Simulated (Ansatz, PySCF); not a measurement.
Process, species as SMILES: [SiH3]OC1=CCC1 [cyclobuten-1-yloxysilane] + 5 C (CH4) + O (H2O) -> C=C (C2H4) [ethene] + 3 CC (C2H6) [ethane] + CO (CH4O) [methanol] + O[SiH3]
Each molecule is optimised on its own at B3LYP-D3(BJ)/def2-TZVP (Ansatz, a program for electronic structure), one conformer each, not searched for the lowest. Frequencies are from PySCF.

Wanted: bond separation energy (enthalpy at 298 K, with B3LYP-D3(BJ) rigid-rotor harmonic-oscillator terms), in eV. Valence correlation only, unless marked. Spin-orbit coupling is left out. Non-relativistic. CBS marks a two-point X^-3 extrapolation of the correlation energy; Hartree-Fock from the larger set. The bracket is a focal-point correction in the basis named.

```
level                                                                 program  bond separation energy (eV)
-------------------------------------------------------------  --------------  ---------------------------
PBE-D4/def2-TZVPD                                              Ansatz + dftd4                         0.13
r2SCAN-D3(BJ)/def2-TZVPD                                       Ansatz + dftd3                         0.06
B3LYP-D4/def2-TZVPD                                            Ansatz + dftd4                   (withheld)
PBE0-D3(BJ)/def2-TZVPD                                         Ansatz + dftd3                         0.01
SCS-MP2/aug-cc-pV(D+d)Z                                                Ansatz                        -0.09
CCSD/aug-cc-pV(D+d)Z                                                   Ansatz                        -0.18
CCSD/cc-pV(D+d)Z                                                       Ansatz                        -0.18
CCSD/cc-pwCVTZ                                                         Ansatz                   (withheld)
RI-MP2/CBS(cc-pV(T+d)Z,cc-pV(Q+d)Z)+[CCSD(T)-MP2]/cc-pV(T+d)Z          Ansatz                   (withheld)
```

Q: Fill in the missing entries.

A: 
- B3LYP-D4/def2-TZVPD, bond separation energy (eV): 0.00
- CCSD/cc-pwCVTZ, bond separation energy (eV): -0.12
- RI-MP2/CBS(cc-pV(T+d)Z,cc-pV(Q+d)Z)+[CCSD(T)-MP2]/cc-pV(T+d)Z, bond separation energy (eV): -0.03
